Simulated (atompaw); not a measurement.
**Reading a pseudo-wave (sulfur (S))**

Columns: radius, all-electron u(r) and pseudo u(r) of the 3s shell (level -27.63 eV) of sulfur in the configuration [Ne] 3s2 3p3; PBE, scalar-relativistic, PAW (atompaw) scheme, atompaw 4.2.0.5.

| r (bohr) | all-electron | pseudo |
| --- | --- | --- |
| 0.058 | 0.2208 | 0.0529 |
| 0.115 | 0.0543 | 0.1047 |
| 0.173 | -0.1668 | 0.1572 |
| 0.231 | -0.3294 | 0.2093 |
| 0.288 | -0.4091 | 0.2600 |
| 0.346 | -0.4167 | 0.3109 |
| 0.404 | -0.3676 | 0.3609 |
| 0.462 | -0.2798 | 0.4099 |
| 0.519 | -0.1707 | 0.4569 |
| 0.577 | -0.0481 | 0.5032 |
| 0.635 | 0.0773 | 0.5478 |
| 0.692 | 0.1974 | 0.5898 |
| 0.750 | 0.3121 | 0.6304 |
| 0.808 | 0.4168 | 0.6686 |
| 0.865 | 0.5085 | 0.7035 |
| 0.923 | 0.5900 | 0.7360 |
| 0.981 | 0.6597 | 0.7654 |
| 1.038 | 0.7170 | 0.7909 |
| 1.096 | 0.7644 | 0.8133 |
| 1.154 | 0.8015 | 0.8317 |
| 1.212 | 0.8290 | 0.8461 |
| 1.269 | 0.8474 | 0.8562 |
| 1.327 | 0.8584 | 0.8621 |
| 1.385 | 0.8625 | 0.8635 |
| 1.442 | 0.8605 | 0.8606 |
| 1.500 | 0.8532 | 0.8532 |

Problem. How many radial nodes do the two functions have?

Solution. The all-electron 3s function has n − l − 1 = 2; the pseudo-wave has 0, since the states of the same l below it are removed with the core.

Problem. Is the pseudo-wave norm-conserving?

Solution. No, it belongs to a PAW set: the norm inside the radius is not constrained, and the difference is carried by the augmentation charge.
